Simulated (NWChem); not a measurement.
System meant: C₂H₈AlN; SMILES C[N]([AlH2])C

NWChem input:

```
start job
memory heap 200 mb stack 900 mb global 1100 mb
geometry units angstroms noautoz
  Al     0.000000     0.000000     1.501273
  H     -0.004151     1.424927     2.223863
  H      0.004151    -1.424927     2.223863
  N      0.000000     0.000000    -0.300066
  C      0.003138    -1.209754    -1.102809
  C     -0.003138     1.209754    -1.102809
  H     -0.893430    -1.270365    -1.766166
  H      0.898107    -1.263796    -1.768874
  H      0.007458    -2.112171    -0.458362
  H      0.893430     1.270365    -1.766166
  H     -0.898107     1.263796    -1.768874
  H     -0.007458     2.112171    -0.458362
end
basis spherical
  Al library def2-svp
  H library def2-svp
  N library def2-svp
  C library def2-svp
end
dft
  odft
  mult 2
  xc pbe0
  iterations 150
  mulliken
end
task dft energy
```

End of the output:

```
 Summary of "ao basis" -> "" (spherical)
 ------------------------------------------------------------------------------
       Tag                 Description            Shells   Functions and Types
 ---------------- ------------------------------  ------  ---------------------
 Al                         def2-svp                 8       18   4s3p1d
 H                          def2-svp                 3        5   2s1p
 N                          def2-svp                 6       14   3s2p1d
 C                          def2-svp                 6       14   3s2p1d

                                 NWChem DFT Module
                                 -----------------

 Summary of "ao basis" -> "ao basis" (spherical)
 ------------------------------------------------------------------------------
       Tag                 Description            Shells   Functions and Types
 ---------------- ------------------------------  ------  ---------------------
 Al                         def2-svp                 8       18   4s3p1d
 H                          def2-svp                 3        5   2s1p
 N                          def2-svp                 6       14   3s2p1d
 C                          def2-svp                 6       14   3s2p1d

      Symmetry analysis of basis
      --------------------------

        a1         39
        a2         13
        b1         18
        b2         30

  number of electrons :                   40
  multiplicity        :                    2
 ------------------------------------------------------------------------
  no. of electrons and multiplicity not compatible                  40
 ------------------------------------------------------------------------
 ------------------------------------------------------------------------
  current input line :
    30: task dft energy
 ------------------------------------------------------------------------
 ------------------------------------------------------------------------
 There is an error in the input file
 ------------------------------------------------------------------------
 For more information see the NWChem manual at https://nwchemgit.github.io

0: no. of electrons and multiplicity not compatible:Received an Error in Communication
```

Find the fault in this run and fix the input.

The program refused the input. Cause: the multiplicity doesn't fit the number of electrons (an even count wants an odd multiplicity, and the reverse). This input runs:
```
start job
memory heap 200 mb stack 900 mb global 1100 mb
geometry units angstroms noautoz
  Al     0.000000     0.000000     1.501273
  H     -0.004151     1.424927     2.223863
  H      0.004151    -1.424927     2.223863
  N      0.000000     0.000000    -0.300066
  C      0.003138    -1.209754    -1.102809
  C     -0.003138     1.209754    -1.102809
  H     -0.893430    -1.270365    -1.766166
  H      0.898107    -1.263796    -1.768874
  H      0.007458    -2.112171    -0.458362
  H      0.893430     1.270365    -1.766166
  H     -0.898107     1.263796    -1.768874
  H     -0.007458     2.112171    -0.458362
end
basis spherical
  Al library def2-svp
  H library def2-svp
  N library def2-svp
  C library def2-svp
end
dft
  xc pbe0
  iterations 150
  mulliken
end
task dft energy
```
It converges to -377.75227 Ha (PBE0/def2-SVP).
